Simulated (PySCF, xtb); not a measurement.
CH₇FOSi₂, SMILES CO[Si@@H](F)[SiH3].

GFN2-xTB (xtb) at its own geometry gives an orbital gap of 4.56 eV and a dipole moment of 1.71 D.

The structure is a stationary point at B3LYP-D3(BJ)/def2-SVP. The structure was generated by enumeration; whether it is a known compound was not checked. One conformer was computed; it need not be the lowest.

Problem. What does B3LYP/def2-TZVP (PySCF) give? (An estimate is asked for; the answer gives what the named calculation found.)

Solution. gap 7.77 eV (levels -8.10 and -0.33 eV), dipole 1.49 D.
